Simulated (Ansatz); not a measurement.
Process, species as SMILES: N[Si](N)(N)F + H+ → N[Si](N)([NH3+])F
Structures are relaxed separately at B3LYP-D3(BJ)/def2-TZVP in Ansatz (a first-principles code), one conformer each, not searched for the lowest. Frequencies are from Ansatz.

Property: proton affinity (enthalpy at 298 K, with B3LYP-D3(BJ) rigid-rotor harmonic-oscillator terms), positive where the reaction releases energy, in kJ/mol. Correlated levels leave the core frozen unless marked. No spin-orbit coupling. No relativistic terms. Basis-set limits of correlation are two-point, X^-3; Hartree-Fock from the larger set. [CCSD(T)-MP2]/basis is that difference in the basis named.

```tsv
level	program	proton affinity (kJ/mol)
CAM-B3LYP/def2-TZVPD	Ansatz	[?]
B2PLYP-D3(BJ)/def2-TZVPD	Ansatz + dftd3	896.3
PBE-QIDH/def2-TZVPD	Ansatz	[?]
RI-MP2/CBS(cc-pV(T+d)Z,cc-pV(Q+d)Z)+[CCSD(T)-MP2]/cc-pV(T+d)Z	Ansatz	898.2
```

Question: Complete the blanks.

Answer: 
- CAM-B3LYP/def2-TZVPD, proton affinity (kJ/mol): 890.9
- PBE-QIDH/def2-TZVPD, proton affinity (kJ/mol): 901.3
